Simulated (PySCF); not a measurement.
Computed IR spectrum (relative IR intensity) of a molecule C4H8OSi. Coordinates come from a PBE-D3(BJ)/def2-SVP optimisation. Other conformers were not sampled. Level of theory: PBE-D3(BJ)/def2-SVP in PySCF. Frequencies are harmonic and unscaled.

Lines under 2 % of the strongest are left out, and lines within 2 cm⁻¹ are merged.

| ν (cm⁻¹) | relative intensity |
|---|---|
| 142 | 2.9 |
| 239 | 7.4 |
| 263 | 29 |
| 399 | 11 |
| 553 | 10 |
| 633 | 9.9 |
| 699 | 6.9 |
| 803 | 22 |
| 836 | 9.0 |
| 874 | 57 |
| 896 | 100 |
| 922 | 5.6 |
| 932 | 23 |
| 1025 | 10 |
| 1113 | 4.5 |
| 1594 | 13 |
| 2124 | 58 |
| 2179 | 42 |
| 3054 | 3.4 |
| 3072 | 3.9 |
| 3762 | 19 |

Question: Which molecule gave these data?
A) C=C/C=C/[SiH2]O
B) C=C=C[SiH2]OC
C) C=C=CCO[SiH3]
D) [SiH3]C1=CCOC1

Answer: A, C=C/C=C/[SiH2]O
